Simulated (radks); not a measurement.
The numbers below are computed, except where a source is named.
Effect of the nuclear size on the caesium ion Cs3+, [Kr] 4d10 5s2 5p4. Level of theory: Dirac Kohn-Sham, BLYP, spin-unpolarised, spherical densities, finite nucleus; open shells are shared between the two j in proportion to 2j + 1; Fermi nuclear charge, rms radius 4.8041 fm (a radial shooting solver on a logarithmic mesh with Libxc functionals). The rms radius is varied about that value; shifts are against it.

rms radius (fm) = 4.2228: total energy shift (eV) -1.70; density at nucleus (e/bohr^3) 3.036e+05; 1s1/2 shift (meV) -708; 2s1/2 shift (meV) -84.4; 4p1/2 shift (meV) 0.274; 5s1/2 shift (meV) -0.578; 5p1/2 shift (meV) 0.071; 5p3/2 shift (meV) 0.082; 6s1/2 (empty) shift (meV) -0.132
rms radius (fm) = 4.3909: total energy shift (eV) -1.23; density at nucleus (e/bohr^3) 3.014e+05; 1s1/2 shift (meV) -511; 2s1/2 shift (meV) -60.9; 4p1/2 shift (meV) 0.198; 5s1/2 shift (meV) -0.417; 5p1/2 shift (meV) 0.051; 5p3/2 shift (meV) 0.059; 6s1/2 (empty) shift (meV) -0.095
rms radius (fm) = 4.8041: total energy shift (eV) 0; density at nucleus (e/bohr^3) 2.964e+05; 1s1/2 shift (meV) 0.000; 2s1/2 shift (meV) 0.000; 4p1/2 shift (meV) 0.000; 5s1/2 shift (meV) 0.000; 5p1/2 shift (meV) 0.000; 5p3/2 shift (meV) 0.000; 6s1/2 (empty) shift (meV) 0.000
rms radius (fm) = 5.2076: total energy shift (eV) 1.28; density at nucleus (e/bohr^3) 2.919e+05; 1s1/2 shift (meV) 535; 2s1/2 shift (meV) 63.8; 4p1/2 shift (meV) -0.207; 5s1/2 shift (meV) 0.437; 5p1/2 shift (meV) -0.054; 5p3/2 shift (meV) -0.062; 6s1/2 (empty) shift (meV) 0.100
rms radius (fm) = 5.4478: total energy shift (eV) 2.09; density at nucleus (e/bohr^3) 2.895e+05; 1s1/2 shift (meV) 870; 2s1/2 shift (meV) 104; 4p1/2 shift (meV) -0.336; 5s1/2 shift (meV) 0.710; 5p1/2 shift (meV) -0.088; 5p3/2 shift (meV) -0.101; 6s1/2 (empty) shift (meV) 0.162

Slopes of the eigenvalues against <r^2> in GHz/fm^2, as finite differences over the two radii next to the reference (eigenvalue slopes, not the field-shift constants of lines): 1s1/2 32300, 2s1/2 3850, 4p1/2 -12.5, 5s1/2 26.3, 5p1/2 -3.25, 5p3/2 -3.75, 6s1/2 (empty) 6.00.
